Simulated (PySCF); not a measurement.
Compound: C3H5AlO2.
Numbering: `[CH:1]1=[CH:2][O:3][AlH2-:4][O+:5]=[CH:6]1` (hydrogens: H7 on C1; H8 on C2; H9, H10 on Al4; H11 on C6)

Geometry (GFN2-xTB, Å), atoms numbered from 1 in this order:
```
atom  x, y, z in Å
C1     1.367    0.416    0.003
C2     1.038   -0.914    0.227
O3    -0.143   -1.365    0.240
Al4   -1.748   -0.533   -0.010
O5    -0.878    1.053   -0.245
C6     0.353    1.338   -0.225
H7     2.395    0.730    0.006
H8     1.847   -1.636    0.407
H9    -2.342   -0.982   -1.358
H10   -2.508   -0.493    1.328
H11    0.623    2.388   -0.400
```

The closed-shell SCF was solved with PySCF and density fitting under several settings on one GFN2-xTB geometry (grid level 2 and gas phase unless stated).

```tsv
settings	basis functions	SCF cycles	E (Eh)	HOMO (eV)	LUMO (eV)	dipole (D)
PBE0/pcSseg-1	134	13	-509.8098	-7.33	-2.39	4.25
CAM-B3LYP/def2-SVPD	170	12	-509.8959	-8.63	-1.38	4.36
PBE0/aug-pcSseg-1, IEF-PCM acetone, grid level 4, fitting basis def2-universal-jkfit	208	10	-509.8314	-7.30	-2.14	5.28
HSE06/def2-TZVP, damping 0.3 at the start, DIIS from the seventh cycle, energy threshold 1e-06 Eh	222	18	-509.9985	-6.90	-2.79	4.21
```

**Question.** Estimate the row for these settings: PBE/6-31G*.

**Answer.** 
| settings | basis functions | SCF cycles | E (Eh) | HOMO (eV) | LUMO (eV) | dipole (D) |
| --- | --- | --- | --- | --- | --- | --- |
| PBE/6-31G* | 98 | 16 | -509.7838 | -5.96 | -2.97 | 3.94 |

**Question.** Over all rows, what range does the HOMO–LUMO gap span?

**Answer.** From 2.99 eV (PBE/6-31G*) to 7.25 eV (CAM-B3LYP/def2-SVPD). The functional of the narrowest has no exact exchange, that of the widest range-separated exact exchange.

**Question.** And the dipole moment?

**Answer.** From 3.94 D (PBE/6-31G*) to 5.28 D (PBE0/aug-pcSseg-1, IEF-PCM acetone, grid level 4, fitting basis def2-universal-jkfit); the largest is 1.34 times the smallest, and the median is 4.25 D.

Cycle counts include a coarse-grid stage where the run had one. All basis functions are spherical, in the Pople sets too. Geometry: GFN2-xTB; no vibrations or thermal averaging.
